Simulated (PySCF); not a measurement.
HOSi, SMILES O[Si] (connectivity only; charge and spin as stated), neutral, multiplicity 2.

Coordinates come from a PBE-D3(BJ)/def2-TZVPD optimisation.

These are TDA-PBE/def2-TZVPD in PySCF values and carry that method's errors.

Vertical excitations. The molecule is in vacuum.

Computed excitation energies, oscillator strengths and character:
| state | energy (eV) | λ (nm) | f | main pairs |
|---|---|---|---|---|
| root 1 | 0.52 | 2403 | 0.000 | α HOMO→LUMO 100 % |
| root 2 | 2.54 | 488 | 0.009 | α HOMO→LUMO+1 100 % |
| root 3 | 3.81 | 326 | 0.000 | α HOMO−1→LUMO 37 %, β HOMO→LUMO 58 % |
| root 4 | 3.89 | 319 | 0.044 | α HOMO→LUMO+2 99 % |
| root 5 | 4.53 | 274 | 0.037 | α HOMO→LUMO+3 99 % |
| root 6 | 4.94 | 251 | 0.006 | α HOMO→LUMO+4 39 %, α HOMO→LUMO+7 12 %, β HOMO→LUMO+1 47 % |
| root 7 | 5.04 | 246 | 0.012 | α HOMO→LUMO+5 64 %, α HOMO−1→LUMO 23 % |
| root 8 | 5.36 | 231 | 0.006 | α HOMO−2→LUMO 53 %, α HOMO→LUMO+4 9 %, β HOMO−1→LUMO 33 % |
| root 9 | 5.39 | 230 | 0.021 | α HOMO→LUMO+7 39 %, α HOMO→LUMO+4 39 %, β HOMO−1→LUMO 9 %, β HOMO→LUMO+1 7 % |
| root 10 | 5.43 | 228 | 0.002 | α HOMO→LUMO+6 73 %, α HOMO→LUMO+5 21 % |
Unrestricted roots are not spin-pure.
